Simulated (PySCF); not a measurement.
# Potential energy of Pb₂⁺ along the bond

Set-up: Pb def2-SVP with ECP60; scalar-relativistic core potentials (PySCF 2.14). Energies in eV from Pb⁺ + Pb in their ground configurations at the same level. State: ⁴Σg⁻ (quartet), unpaired electrons σ ↑, π ↑↑.

All columns are PBE0.

| R (Å) | E (eV) | HOMO (eV) | LUMO (eV) | Mayer bond order | ⟨S²⟩ |
| --- | --- | --- | --- | --- | --- |
| 2.529 | -1.784 | -11.29 | -8.49 | 1.70 | 3.75 |
| 2.647 | -2.223 | -11.03 | -8.50 | 1.66 | 3.75 |
| 2.764 | -2.452 | -10.80 | -8.49 | 1.63 | 3.75 |
| 2.853 | -2.528 | -10.64 | -8.47 | 1.61 | 3.75 |
| 2.941 | -2.546 | -10.50 | -8.43 | 1.60 | 3.75 |
| 3.029 | -2.522 | -10.36 | -8.40 | 1.58 | 3.75 |
| 3.147 | -2.443 | -10.19 | -8.34 | 1.56 | 3.75 |
| 3.294 | -2.298 | -10.01 | -8.25 | 1.55 | 3.75 |
| 3.470 | -2.088 | -9.81 | -8.14 | 1.53 | 3.75 |
| 3.706 | -1.791 | -9.60 | -7.97 | 1.52 | 3.75 |

Spin–orbit coupling is left out, which matters for elements this heavy, above all for dissociation energies. The state was picked by a PBE0 search and need not be the measured ground state.
